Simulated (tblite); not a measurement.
O2S, triplet, geometry from GFN2-xTB (a higher spin typed on purpose: for a closed-shell molecule this is an excited state); GFN1-xTB run with tblite.

The tblite input:
```
$ tblite run mol.xyz --method gfn1 --charge 0 --spin 2 --spin-polarized --json tblite.json --no-restart

# file mol.xyz
3

O     -1.26683570     0.43646074    -0.02466647
S     -0.01836758    -0.37354518     0.01924988
O      1.30357086     0.31062963    -0.01383328
```

Task: Write the output that tblite gives for this input, abridged.

Result: 
```
xTB calculator
 | screened Coulomb repulsion
 | Coulomb electrostatics
 |  * isotropic Klopman-Ohno-Mataga-Nishimoto electrostatics
 |  * onsite third-order electrostatics
 | DFT-D3(BJ) dispersion correction
 | Interactions (1)
 | [1] spin polarization

halogen bonding energy    0.0000000000000E+00 Eh
repulsion energy          3.6709090689711E-02 Eh
dispersion energy        -5.0181167176753E-04 Eh
interaction energy        0.0000000000000E+00 Eh
number of electrons       1.8000000000000E+01 e
integral cutoff           1.9487547202114E+01 bohr

------------------------------------------------------------
  cycle        total energy    energy error   density error
------------------------------------------------------------
      1     -12.18941650524  -1.2225624E+01   6.9583834E-01
      2     -12.30172743582  -1.1231093E-01   4.8947165E-01
      3     -12.70500194872  -4.0327451E-01   3.3344944E-01
      4     -12.87818404157  -1.7318209E-01   4.9562991E-02
      5     -12.88104856699  -2.8645254E-03   2.2333290E-02
      6     -12.88193041675  -8.8184976E-04   4.4657518E-03
      7     -12.88189930122   3.1115532E-05   3.8236782E-03
      8     -12.88193501146  -3.5710242E-05   7.7984504E-04
      9     -12.88193657945  -1.5679931E-06   2.0027549E-05
     10     -12.88193657919   2.5975311E-10   1.2672514E-05
------------------------------------------------------------

electronic energy        -1.2918143858211E+01 Eh
total energy             -1.2881936579193E+01 Eh

Post processing:
 | Mayer-Wiberg bond orders

[Info] JSON dump of results written to 'tblite.json'
```
